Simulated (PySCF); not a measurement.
Species: C₉H₇N.
SMILES with atom numbers: `[H]/[N:9]=[CH:8]\[c:7]1[cH:6][cH:5][cH:4][c:3]([C:2]#[CH:1])[cH:10]1` (hydrogens: H11 on C1; H12 on C4; H13 on C5; H14 on C6; H15 on C8; H16 on N9; H17 on C10)

Geometry (PBE0-D3(BJ)/def2-SVP, Å), atoms numbered from 1 in this order:
```xyz
17
C9H7N angstrom
C      2.7219   -1.8447   -1.6826
C      1.8910   -1.1492   -1.1374
C      0.9131   -0.3287   -0.4941
C      1.2343    0.9803   -0.0897
C      0.2783    1.7719    0.5357
C     -1.0021    1.2734    0.7655
C     -1.3425   -0.0264    0.3714
C     -2.7151   -0.5167    0.6370
N     -3.2253   -1.6471    0.3702
C     -0.3776   -0.8183   -0.2576
H      3.4575   -2.4608   -2.1654
H      2.2399    1.3622   -0.2738
H      0.5337    2.7871    0.8470
H     -1.7542    1.8957    1.2577
H     -3.3665    0.2207    1.1377
H     -2.5451   -2.2610   -0.0921
H     -0.6167   -1.8359   -0.5753
```

Method used: TDDFT wB97X-D/def2-SVPD, vertical, gas phase, core orbitals frozen in the response (PySCF 2.14.0, density-fitted response routines).

Ground-to-excited transition dipoles (e·a0, same axes as the geometry; the sign carries no meaning), for the states with f of 0.002 or more among the lowest 6:

| state | E (eV) | μx | μy | μz |
| --- | --- | --- | --- | --- |
| S1 | 4.763 | 0.043 | -0.055 | 0.134 |
| S2 | 4.799 | 0.185 | 0.242 | 0.035 |
| S3 | 5.265 | -0.214 | 0.948 | 0.439 |
| S5 | 5.641 | 2.033 | -0.154 | -0.735 |
| S6 | 6.095 | -0.742 | -1.036 | -0.159 |

(1) What oscillator strength does each state have?

(2) What is the point group, and which symmetry does each of these states have?

(3) What angle do the transition dipoles of S2 and S3 make?

(4) What peak molar absorption coefficient would the strongest computed level give as a lone Gaussian band 0.5 eV wide at half height?

Answers

(1) f = (2/3) ΔE |μ|² with ΔE in hartree (27.2114 eV).

```json
{"state": "S1", "|μ|² (au)": "0.023", "|μ| (D)": "0.38", "f": "0.003"}
{"state": "S2", "|μ|² (au)": "0.094", "|μ| (D)": "0.78", "f": "0.011"}
{"state": "S3", "|μ|² (au)": "1.136", "|μ| (D)": "2.71", "f": "0.147"}
{"state": "S5", "|μ|² (au)": "4.697", "|μ| (D)": "5.51", "f": "0.649"}
{"state": "S6", "|μ|² (au)": "1.650", "|μ| (D)": "3.26", "f": "0.246"}
```

(2) Cs. From a totally symmetric ground state, an allowed state transforms like the component of the dipole operator along its μ. Polarised normal to the mirror plane, so A″: S1. Polarised in the mirror plane, so A′: S2, S3, S5 and S6.

(3) |cos θ| = |μa·μb| / (|μa| |μb|) = 0.63, so θ ≈ 51° (taken between 0 and 90°, since the signs are arbitrary).

(4) ε(max) = 2.175×10⁸ f / FWHM, with the width in cm⁻¹. S5: 2.175×10⁸ × 0.6492 / 4033 ≈ 35000 L mol⁻¹ cm⁻¹.

One conformer stands for the species.
